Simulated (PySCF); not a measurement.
Question: Give a GFN2-xTB geometry of `O=C(O)c1[c]cc(Cl)cc1` [radical]. (Doublet state.)

Answer: 
```
atom  x, y, z in Å
O1     2.7573    0.8308    0.8441
C2     2.1638   -0.0073    0.2136
O3     2.7790   -1.0164   -0.4111
C4     0.6949   -0.0454    0.0387
C5     0.0387   -1.0053   -0.6846
C6    -1.3059   -1.0722   -0.8678
C7    -2.0726   -0.0721   -0.2618
Cl8   -3.7852   -0.0902   -0.4473
C9    -1.4652    0.9307    0.4852
C10   -0.0955    0.9471    0.6364
H11    3.7380   -0.9591   -0.2757
H12   -1.7789   -1.8488   -1.4474
H13   -2.0736    1.6945    0.9444
H14    0.4044    1.7132    1.2113
```

Orientation and origin are arbitrary. Atoms count from 1 in this order. C9 (carbon bonded to 2 C and H) is planar (angles 120.3°, 120.1° and 119.5°, sum 360.0°, 0.00 Å off the plane of its three neighbours). C7 (carbon bonded to 2 C and Cl) is planar (angles 120.6°, 120.0° and 119.4°, sum 360.0°, 0.00 Å off the plane of its three neighbours). C10 (carbon bonded to 2 C and H) is planar (angles 121.8°, 120.3° and 117.9°, sum 360.0°, 0.00 Å off the plane of its three neighbours). The 6-membered ring C4–C5–C6–C7–C9–C10 has internal angles of 116.7° to 125.5°; it is planar, 0.00 Å rms from its mean plane, widest ring torsion 0°.

Bonds between heavy atoms (Å): O1=C2 1.205, C2–O3 1.337, C2–C4 1.480, C4–C5 1.369, C5–C6 1.359, C6–C7 1.398, C7–Cl8 1.723, C7–C9 1.390, C9–C10 1.378, C4–C10 1.402.

Structure optimised with GFN2-xTB, isolated species. This method treats the open shell by occupation alone, without spin polarisation.

Point group: Cs (tolerance 0.08 Å). Not checked by GFN2-xTB frequencies. Torsions: O1–C2–O3–H 0°, O1–C2–C4–C5 180°.

One conformer stands for the species.

The numbers are calculated, not measured.
